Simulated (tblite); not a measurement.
Compound: C5H11NOSi2.
Numbering: `[CH3:1][CH2:2][Si@@H:3]1[O:4][SiH2:5][CH2:6][C@@H:7]1[C:8]#[N:9]` (hydrogens: H10, H11, H12 on C1; H13, H14 on C2; H15 on Si3; H16, H17 on Si5; H18, H19 on C6; H20 on C7)

Cartesian coordinates in Å at the GFN2-xTB level; atoms count from 1:
```xyz
20
C5H11NOSi2 angstrom
C      2.6530   -0.8599   -0.5320
C      1.8513    0.0969    0.3454
Si     0.3250    0.7843   -0.5362
O     -0.4071    1.9368    0.3701
Si    -1.9039    1.7013    0.9980
C     -2.0915   -0.1521    0.5772
C     -1.1726   -0.4442   -0.6276
C     -0.7837   -1.8159   -0.6584
N     -0.4468   -2.9116   -0.6543
H      2.9776   -0.3627   -1.4427
H      2.0506   -1.7205   -0.8104
H      3.5350   -1.2177   -0.0047
H      1.5575   -0.4252    1.2591
H      2.4930    0.9244    0.6533
H      0.5688    1.3899   -1.8443
H     -2.8234    2.5524    0.2502
H     -1.7998    1.9862    2.4211
H     -3.1130   -0.4651    0.3606
H     -1.7598   -0.7533    1.4275
H     -1.7153   -0.2333   -1.5550
```

Computed values, GFN2-xTB/tblite, gas phase, harmonic and unscaled. The method is semi-empirical: single wavenumbers can be off by several per cent or more. Modes of hydrogen on silicon can be 10 to 20 % off. One conformer, not necessarily the lowest.

Harmonic wavenumbers (cm⁻¹): 46.2, 73.5, 90.6, 98.3, 142.1, 181.7, 227.1, 243.0, 275.0, 364.6, 375.6, 460.7, 473.1, 524.1, 574.8, 590.4, 620.0, 640.5, 657.6, 727.6, 744.6, 762.4, 765.1, 780.4, 805.7, 933.5, 978.5, 1000.5, 1023.0, 1058.4, 1067.1, 1079.9, 1160.3, 1217.0, 1229.6, 1275.4, 1284.7, 1422.4, 1466.7, 1482.7, 1510.0, 1511.4, 2277.4, 2293.4, 2330.0, 2385.5, 2920.6, 2958.9, 2962.2, 2977.3, 2992.2, 3026.2, 3038.3, 3052.3.

A = 1628, B = 983.9, C = 680.5 MHz; mass 157.038 u (most abundant isotopes); point group C1, symmetry number 1.

Question: What is the zero-point energy?

Answer: Half the sum of the wavenumbers: 32580 cm⁻¹ = 389.74 kJ/mol.

Question: What is S at 200 K and 1 bar for an ideal gas of classical rigid rotors and harmonic oscillators?

Answer: Translation 163.62, rotation 120.82, vibration 95.94: S = 380.4 J/(mol K).

Question: And Cp and H(200 K) − H(0)?

Answer: Cp = 138.01 J/(mol K), of which vibrations give 104.75 (their classical limit is 54 R = 449.0); H(200 K) − H(0) = 17.16 kJ/mol without the zero-point energy, 10.51 from vibrations.

Question: How do the functions run with temperature in this model?

Answer: 
```
T (K)  S (J/(mol K))  Cp (J/(mol K))  H − H(0) (kJ/mol)  G − H(0) (kJ/mol)  ln q(vib)
  100          304.4            87.5               5.91             -24.53       2.06
  300          446.1           188.8              33.53            -100.29       8.37
  500          562.5           268.5              79.81            -201.45      14.58
  800          706.1           341.5             172.30            -392.57      23.26
 1000          785.9           373.1             243.93            -541.95      28.53
```

q(vib) and H(0) count from the zero-point level.

Question: What must be added to the electronic energy to get the Gibbs energy at 200 K and 1 bar?

Answer: ZPE + [H(200 K) − H(0)] − T·S = 389.74 + 17.16 − 76.08 = 330.82 kJ/mol.

Question: Blend soft modes into free rotors: weight 1/[1 + (100 cm⁻¹/ν̃)⁴] for the oscillator and the rest for a rotor with moment μB/(μ + B), μ = h/(8π²ν), B = 10⁻⁴⁴ kg m². What vibrational entropy results?

Answer: 89.49 J/(mol K) in place of 95.94, which changes −T·S at 200 K by +1.29 kJ/mol.

Question: Which modes carry the vibrational entropy at 200 K?

Answer: 46.2 cm⁻¹: 17.51; 73.5 cm⁻¹: 13.71; 90.6 cm⁻¹: 12.02; 98.3 cm⁻¹: 11.37; 142.1 cm⁻¹: 8.48; 181.7 cm⁻¹: 6.66 J/(mol K); the other 48 give 26.19 together.

Hindered rotation and anharmonicity are outside this model. Other conformers, if any are populated, would add a mixing term that is left out. The structure is chiral; the term R ln 2 for an equal mix with its mirror image is left out.
